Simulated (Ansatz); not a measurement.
Ideal-gas functions of `FC(F)=C(F)I` at 400 K and 1 bar, from an Ansatz frequency run at PBE0-D4/def2-TZVP.

Molar mass 207.92 g/mol, point group Cs (symmetry number 1), electronic degeneracy 1, moments of inertia 118.586, 476.436, 595.022 u Å². Harmonic wavenumbers (cm⁻¹, unscaled): 146, 149, 294, 329, 360, 516, 593, 671, 1036, 1221, 1361, 1835.

Use S(trans) = R[1.5 ln M + 2.5 ln T − 1.1517]; rotational temperatures θ = 24.2544 K / I; S(rot) = R[ln(√π/σ · √(T³/θAθBθC)) + 1.5]; for each mode x = 1.438777 ν̃/T, S = R[x/(eˣ − 1) − ln(1 − e⁻ˣ)] and H = RT x/(eˣ − 1); 1 cm⁻¹ = 0.0119627 kJ/mol; R = 8.31446 J/(mol·K).

Question: By hand: the entropy, in J/(mol·K).

Answer: Translation 181.5. Rotation: θ = 0.2045, 0.0509, 0.0408 K, giving 124.2. Vibration, mode by mode: 13.76, 13.60, 8.23, 7.38, 6.72, 4.27, 3.43, 2.75, 0.97, 0.56, 0.37, 0.09, in all 62.1. Electronic 0.0. Sum 367.8 J/(mol·K).

Question: By hand: H − E and G − E in kJ/mol, counted from the electronic energy.

Answer: Zero-point energy ½ × 8511 × 0.0119627 = 50.9; thermal vibration 13.8; translation, rotation and pV give 4 RT = 13.3. H − E = 78.0 kJ/mol, and G − E = 78.0 − 400 × 367.8/1000 = -69.1 kJ/mol.

Vibration gives 17 % of the entropy, 27.4 J/(mol·K) of it from the modes under 150 cm⁻¹: soft modes count most, and the harmonic formula is weakest for them.
